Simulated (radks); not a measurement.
Problem. Mo2+, 40 electrons, occupied as [Kr] 4d2 5s2 (not the ground configuration). Calculated with a radial shooting solver on a logarithmic mesh with Libxc functionals: Dirac Kohn-Sham, BLYP, spin-unpolarised, spherical densities, finite nucleus; open shells are shared between the two j in proportion to 2j + 1; Fermi nuclear charge, rms radius 4.4091 fm.

Spin-orbit splittings of the eigenvalues, e(l+1/2) - e(l-1/2), with zeta = 2 splitting/(2l+1) and mean radii in bohr:

shell  occ.  splitting (eV)  zeta (eV)  <r> j=l-1/2  <r> j=l+1/2
2p        6           106.6      71.08       0.1307       0.1353
3p        6               ?          ?       0.4234       0.4339
3d       10           3.328      1.331       0.4131       0.4166
4p        6           2.649      1.766        1.185        1.212
4d        2          0.2970     0.1188        1.594        1.606

Estimate the 3p splitting.

Solution. 17.56 eV (zeta = 11.71 eV).
